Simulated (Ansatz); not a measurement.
Reaction: SbH3 (SMILES [SbH3]) → SbH2 (SMILES [SbH2], doublet) + H (doublet) (the H-Sb bond breaks)
Each species at its own B3LYP-D3(BJ)/def2-TZVP minimum (Ansatz, a quantum-chemistry and plane-wave program).

Quantity: bond dissociation energy (electronic), in kJ/mol. Radicals and triplets start from unrestricted determinants; spin-orbit coupling is neglected. Cores are frozen in correlated methods (noble-gas shells, and filled d and f shells in the p block). Past Kr the def2 sets carry scalar-relativistic core potentials. CBS(X,Y): correlation extrapolated as X^-3, Hartree-Fock from the larger set. A bracket is a step between two methods taken in the basis named. For partners of very few electrons the exact lower level stands in for a higher one. Spin-orbit terms, left out, reach several kcal/mol for Br and I, and more for heavier atoms.

CCSD(T)/CBS(def2-TZVPP,def2-QZVPP) + [CCSDT(Q) - CCSD(T)]/def2-QZVPP + [CCSDTQ - CCSDT(Q)]/def2-SVP (Ansatz) gives 294.2 kJ/mol.

Question: How far off this value is PBE/def2-TZVPD (Ansatz), in which direction, and how far these levels: r2SCAN/def2-TZVPD, B3LYP/def2-TZVPD, PBE0/def2-TZVPD, wB97M-V/def2-TZVPD, CCSD(T)/CBS(def2-TZVPP,def2-QZVPP)?

Answer: PBE gives 286.6 kJ/mol, 7.6 kJ/mol below it. Differences of the others: r2SCAN/def2-TZVPD (Ansatz) -8.6; B3LYP/def2-TZVPD (Ansatz) -2.2; PBE0/def2-TZVPD (Ansatz) -10.7; wB97M-V/def2-TZVPD (Ansatz) -3.1; CCSD(T)/CBS(def2-TZVPP,def2-QZVPP) (Ansatz) -0.2 kJ/mol.
